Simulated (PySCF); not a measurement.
Compound: CH8B2N2.
Geometry (GFN2-xTB, Å), atoms numbered from 1 in this order:
```
atom  x, y, z in Å
B1    -2.3655   -0.3071    0.0130
N2    -1.3433   -0.4262   -0.9257
B3     0.0858   -0.2364   -0.8106
N4     0.6635    0.1263    0.3941
C5     2.0583    0.3561    0.6754
H6    -2.1231   -0.0076    1.1219
H7    -3.4751   -0.5117   -0.3136
H8    -1.6321   -0.6898   -1.8569
H9     0.7658   -0.3917   -1.7561
H10    0.0726    0.2570    1.2019
H11    2.4230   -0.3310    1.4454
H12    2.6396    0.1989   -0.2309
H13    2.2260    1.3799    1.0244
```

Vertical excitations from PySCF (density fitting, frozen core in the response, grid level 2 and gas phase unless stated; continuum runs use non-equilibrium linear response for the excitations) on a GFN2-xTB geometry. Reference run:

```tsv
settings	S1, eV (f)	S2, eV (f)	S3, eV (f)	S4, eV (f)	S5, eV (f)	S6, eV (f)	T1, eV (Tamm–Dancoff)	mean α (au)
PBE0/def2-SVPD, full TDDFT, 6 singlets	5.78 (0.147)	6.65 (0.000)	6.69 (0.002)	7.13 (0.000)	7.53 (0.000)	7.61 (0.016)	4.87	59.0
```

Q: What do these settings give: (1) mPW1PW91/def2-SVPD, grid level 3, level shift 0.1 Eh, TDA, 1 singlet; (2) BLYP/6-311+G(2d,p), grid level 1, energy threshold 1e-07 Eh, full TDDFT, 6 singlets; (3) PBE0/def2-SVPD, IEF-PCM chloroform, full TDDFT, 25 singlets?

A: 
| settings | S1, eV (f) | S2, eV (f) | S3, eV (f) | S4, eV (f) | S5, eV (f) | S6, eV (f) | T1, eV (Tamm–Dancoff) | mean α (au) |
| --- | --- | --- | --- | --- | --- | --- | --- | --- |
| mPW1PW91/def2-SVPD, grid level 3, level shift 0.1 Eh, TDA, 1 singlet | 5.91 (0.169) | – | – | – | – | – | – | 58.6 |
| BLYP/6-311+G(2d,p), grid level 1, energy threshold 1e-07 Eh, full TDDFT, 6 singlets | 4.87 (0.100) | 5.56 (0.001) | 5.69 (0.001) | 6.10 (0.001) | 6.25 (0.000) | 6.30 (0.064) | 4.24 | 60.9 |
| PBE0/def2-SVPD, IEF-PCM chloroform, full TDDFT, 25 singlets | 5.61 (0.176) | 6.63 (0.000) | 6.68 (0.001) | 7.21 (0.000) | 7.51 (0.004) | 7.55 (0.015) | – | 70.7 |

(1) S1 moves by +0.13 eV; functional and response scheme change together, so the shift can't be laid on one. (2) S1 moves by -0.91 eV; functional and basis change together, so the shift can't be laid on one. (3) S1 moves by -0.17 eV. States are counted by energy in each run and needn't keep their character from row to row.

All basis functions are spherical, in the Pople sets too.

Q: Give the leading configurations of S1 (H = HOMO, L = LUMO) and the HOMO–LUMO gap of each run.

A: 
| settings | S1 configurations (weight) | S1 (eV) | orbital gap (eV) | S1 − gap (eV) |
| --- | --- | --- | --- | --- |
| PBE0/def2-SVPD, full TDDFT, 6 singlets | H→L 0.99 | 5.78 | 6.76 | -0.98 |
| mPW1PW91/def2-SVPD, grid level 3, level shift 0.1 Eh, TDA, 1 singlet | H→L 0.98 | 5.91 | 6.80 | -0.89 |
| BLYP/6-311+G(2d,p), grid level 1, energy threshold 1e-07 Eh, full TDDFT, 6 singlets | H→L 0.96 | 4.87 | 4.50 | +0.37 |
| PBE0/def2-SVPD, IEF-PCM chloroform, full TDDFT, 25 singlets | H→L 0.99 | 5.61 | 6.64 | -1.03 |

Geometry: GFN2-xTB, one conformer.
